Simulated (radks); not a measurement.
Values are calculated unless marked as measured or tabulated.
Isoelectronic series with 14 electrons, each ion in its NIST ground configuration. Level of theory: non-relativistic Kohn-Sham, TPSS, spin-polarised, spherical densities, point nucleus; open shells are filled with parallel spins first (spin-orbit coupling, left out, can overturn this in heavy ions); meta-GGA in the generalised Kohn-Sham scheme (a radial shooting solver on a logarithmic mesh with Libxc functionals). Total energies (hartree) and screening constants sigma, defined by e = -(Z - sigma)^2 / (2 n^2) hartree (* marks an orbital that is empty in some or all of the ions):

Si: configuration [Ne] 3s2 3p2; E (hartree) -289.39469; 3p down* 12.600; 3p up 12.238; 3s down 11.482
Cl3+: configuration [Ne] 3s2 3p2; E (hartree) -457.36530; 3p down* 11.662; 3p up 11.453; 3s down 10.873
Ca6+: configuration [Ne] 3s2 3p2; E (hartree) -665.52958; 3p down* 11.360; 3p up 11.175; 3s down 10.606
V9+: configuration [Ne] 3s2 3p2; E (hartree) -913.77647; 3p down* 11.195; 3p up 11.020; 3s down 10.451
Fe12+: configuration [Ne] 3s2 3p2; E (hartree) -1202.06770; 3p down* 11.089; 3p up 10.920; 3s down 10.349
Cu15+: configuration [Ne] 3s2 3p2; E (hartree) -1530.38580; 3p down* 11.015; 3p up 10.850; 3s down 10.276
Ge18+: configuration [Ne] 3s2 3p2; E (hartree) -1898.72150; 3p down* 10.959; 3p up 10.798; 3s down 10.221
Br21+: configuration [Ne] 3s2 3p2; E (hartree) -2307.06940; 3p down* 10.917; 3p up 10.757; 3s down 10.179
Sr24+: configuration [Ne] 3s2 3p2; E (hartree) -2755.42612; 3p down* 10.883; 3p up 10.725; 3s down 10.145
Nb27+: configuration [Ne] 3s2 3p2; E (hartree) -3243.78943; 3p down* 10.855; 3p up 10.698; 3s down 10.117
Ru30+: configuration [Ne] 3s2 3p2; E (hartree) -3772.15779; 3p down* 10.832; 3p up 10.676; 3s down 10.094
Ag33+: configuration [Ne] 3s2 3p2; E (hartree) -4340.53011; 3p down* 10.813; 3p up 10.657; 3s down 10.074
Sn36+: configuration [Ne] 3s2 3p2; E (hartree) -4948.90561; 3p down* 10.796; 3p up 10.641; 3s down 10.057
I39+: configuration [Ne] 3s2 3p2; E (hartree) -5597.28367; 3p down* 10.781; 3p up 10.628; 3s down 10.042
Ba42+: configuration [Ne] 3s2 3p2; E (hartree) -6285.6639; 3p down* 10.769; 3p up 10.616; 3s down 10.029
Pr45+: configuration [Ne] 3s2 3p2; E (hartree) -7014.0458; 3p down* 10.758; 3p up 10.605; 3s down 10.018
Sm48+: configuration [Ne] 3s2 3p2; E (hartree) -7782.4292; 3p down* 10.748; 3p up 10.595; 3s down 10.008
Tb51+: configuration [Ne] 3s2 3p2; E (hartree) -8590.8139; 3p down* 10.739; 3p up 10.587; 3s down 9.999
Er54+: configuration [Ne] 3s2 3p2; E (hartree) -9439.1997; 3p down* 10.731; 3p up 10.579; 3s down 9.991
Lu57+: configuration [Ne] 3s2 3p2; E (hartree) -10327.5864; 3p down* 10.724; 3p up 10.572; 3s down 9.983
W60+: configuration [Ne] 3s2 3p2; E (hartree) -11255.9740; 3p down* 10.717; 3p up 10.566; 3s down 9.976
Ir63+: configuration [Ne] 3s2 3p2; E (hartree) -12224.3622; 3p down* 10.711; 3p up 10.560; 3s down 9.970
